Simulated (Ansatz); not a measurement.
Cl3Ga (SMILES [Cl][Ga]([Cl])[Cl]) moved off its minimum; all values from Ansatz (a first-principles code), cores frozen in correlated methods.
(charge 0, multiplicity 1)
```xyz
4

Ga     0.00171     0.01009    -0.02060
Cl    -1.90525    -1.17340    -0.17846
Cl     0.10158     2.07251    -0.77051
Cl     1.67394    -0.84656     1.00944
```

Give the forces (eV/Å), the total energy and the dipole at CCSD(T)/def2-TZVPPD.


```csv
atom,Fx,Fy,Fz
Ga1,-1.089,0.054,-0.183
Cl2,1.377,0.871,0.056
Cl3,-0.072,-1.026,0.312
Cl4,-0.216,0.101,-0.185
```
Energy -3302.6759 hartree, dipole 0.46 D.
